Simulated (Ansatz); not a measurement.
Reaction (substitution at a C–C bond): `CCS` + `OBF` → `FBOCS` + CH₄

Isolated molecules relaxed with PBE0-D4/def2-TZVP in Ansatz; ΔE leaves out vibrations. CCSD(T)/CBS is the MP2 limit (def2-TZVPP, def2-QZVPP) plus CCSD(T) − MP2 in def2-TZVPP, frozen cores. This one scheme is used for every species. Each species was taken in one conformer, which may not be the lowest.

```json
{"species": "`CCS`", "MP2/CBS(def2) energy (Eh)": "-477.42392"}
{"species": "`OBF`", "MP2/CBS(def2) energy (Eh)": "-201.04509"}
{"species": "`FBOCS`", "MP2/CBS(def2) energy (Eh)": "-638.01535"}
{"species": "CH₄", "MP2/CBS(def2) energy (Eh)": "-40.43551"}
```

Question: Work out ΔE.

Answer: ΔE = (-638.01535) + (-40.43551) − (-477.42392) − (-201.04509) = 0.01815 Eh = +47.7 kJ/mol. CCSD(T)/CBS gives +43.0 kJ/mol.

Largest T1 diagnostic among the species: 0.013.

Leaving LDA and LC-ωPBE aside and taking each functional with its dispersion term where it has one, the values, not all of them listed here, spread over 13.9 kJ/mol, from BLYP-D4 to PBE-QIDH. From BLYP to BHLYP (50 % exact exchange), in def2-TZVPP and without D4, ΔE moves by +6.4 kJ/mol. At CCSD(T), def2-SVP lies −4.8 kJ/mol from the extrapolated value and def2-TZVPP −2.8 kJ/mol.
